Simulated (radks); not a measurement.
Q: Species: V II. Configuration: [Ar] 3d4. Method: scalar-relativistic Kohn-Sham, SCAN, spin-unpolarised, spherical densities, finite nucleus; meta-GGA in the generalised Kohn-Sham scheme; Fermi nuclear charge, rms radius 3.6002 fm; computed with a radial shooting solver on a logarithmic mesh with Libxc functionals. Some entries of the table are withheld. Estimate them.

| orbital | occ. | eigenvalue (eV) | <1/r> (bohr^-1) | <r^2> (bohr^2) |
|---|---|---|---|---|
| 1s | 2 | -5389.316 | 22.83 | 0.005941 |
| 2s | 2 | -613.2213 | (1) | 0.1117 |
| 2p | 6 | -511.1816 | 4.706 | 0.09229 |
| 3s | 2 | (2) | 1.470 | (3) |
| 3p | 6 | -48.6217 | 1.331 | 1.250 |
| 3d | 4 | -8.7449 | 0.9048 | 3.277 |

A: 
(1) 2s <1/r> (bohr^-1): 4.818
(2) 3s eigenvalue (eV): -75.8398
(3) 3s <r^2> (bohr^2): 1.054
